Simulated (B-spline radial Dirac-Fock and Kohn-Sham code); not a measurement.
# Muonic X-ray lines of ⁷Li

Nucleus: ⁷Li, Fermi distribution (skin thickness 2.3 fm), rms radius 2.444 fm (measured, Angeli and Marinova 2013).

Model: the Dirac equation of a negative muon with reduced mass in the field of a spherical finite nucleus, with the Uehling potential to all orders; nuclear polarisation, deformation, hyperfine structure, self-energy, higher-order vacuum polarisation, relativistic recoil and electron screening are left out. Program: a radial finite-basis atomic code.

```tsv
transition	energy (keV)	point nucleus, no QED (keV)
2p3/2 → 1s1/2	18.72	18.69
2p1/2 → 1s1/2	18.72	18.69
3p3/2 → 1s1/2	22.19	22.15
3d5/2 → 2p3/2	3.463	3.461
3d3/2 → 2p1/2	3.463	3.461
4f7/2 → 3d5/2	1.211	1.211
4f5/2 → 3d3/2	1.211	1.211
5g9/2 → 4f7/2	0.5606	0.5606
6h11/2 → 5g9/2	0.3045	0.3045
```

The 2p fine-structure splitting is 0.0007486 keV, and 2s lies 0.001518 keV below 2p1/2.

Values without a named source are computed, but for edge energies of neutral atoms, which are taken from tables.
